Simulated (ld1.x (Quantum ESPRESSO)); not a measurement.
## Sb (Z = 51), TM: configuration errors across variants

- Element: antimony
- Generator: ld1.x (Quantum ESPRESSO) 7.5
- Type: norm-conserving Troullier–Martins (Kleinman–Bylander form)
- Functional: PBE
- Relativity: fully relativistic
- Frozen core: [Kr] 4d10
- Valence charge: 5
- Reference configuration: 5s2 5p3
- Partial waves: 5p (bound): rc 2.25 bohr; 5s (bound): rc 1.95 bohr
- Local potential: the s channel
- Core correction: a·sin(br)/r model core, default radius (core density twice the valence density)

Open shells are filled in proportion to 2j + 1 (rel_dist='average').

All-electron excitation energies from the reference (eV): (1) 5s2 5p2 8.333; (2) 5s2 5p1 24.322; (3) 5s2 5p0 48.761; (4) 5s2 5p3.3 -1.163; (5) 5s1 5p4 8.086; (6) 5s1 5p0 93.052; (7) 5s2 5p2.5 3.270.

A true bound ghost makes a file unfit for plane-wave use even where its test errors are small: the radial tests pick states by their node count and pass the ghost by.

Errors AE − PS in meV (a dash: test not solved or not reliable):

```tsv
change	(1)	(2)	(3)	(4)	(5)	(6)	(7)	bound ghosts
base	-3.5	-31	-127	0.0	-12	-452	-0.5	none
wave 5s (bound): rc 1.95 bohr becomes 5s (bound): rc 1.26 bohr	-0.7	-5.0	-16	0.0	-14	+3.7	-0.1	p3/2, p1/2, s (extra level of the local part)
wave 5s (bound): rc 1.95 bohr becomes 5s (bound): rc 1.50 bohr	-3.5	-28	-106	-0.1	-17	-411	-0.5	none
wave 5s (bound): rc 1.95 bohr becomes 5s (bound): rc 1.74 bohr	-3.4	-30	-124	-0.1	-13	-448	-0.5	none
wave 5s (bound): rc 1.95 bohr becomes 5s (bound): rc 1.84 bohr	-3.5	-31	-127	0.0	-12	-452	-0.5	none
wave 5s (bound): rc 1.95 bohr becomes 5s (bound): rc 2.26 bohr	-3.0	-27	-114	0.0	-16	-442	-0.4	none
wave 5s (bound): rc 1.95 bohr becomes 5s (bound): rc 2.52 bohr	-1.9	-20	-88	0.0	-25	-429	-0.2	none
wave 5s (bound): rc 1.95 bohr becomes 5s (bound): rc 2.74 bohr	0.0	-6.6	-42	+0.1	-39	-415	+0.1	none
wave 5s (bound): rc 1.95 bohr becomes 5s (bound): rc 2.92 bohr	+1.1	+1.6	-12	+0.1	-49	-411	+0.3	none
```

(1) Give the same row for: wave 5s (bound): rc 1.95 bohr becomes 5s (bound): rc 2.14 bohr.

## Answers

(1) -3.3, -29, -121, 0.0, -14, -447, -0.4; bound ghosts: none.
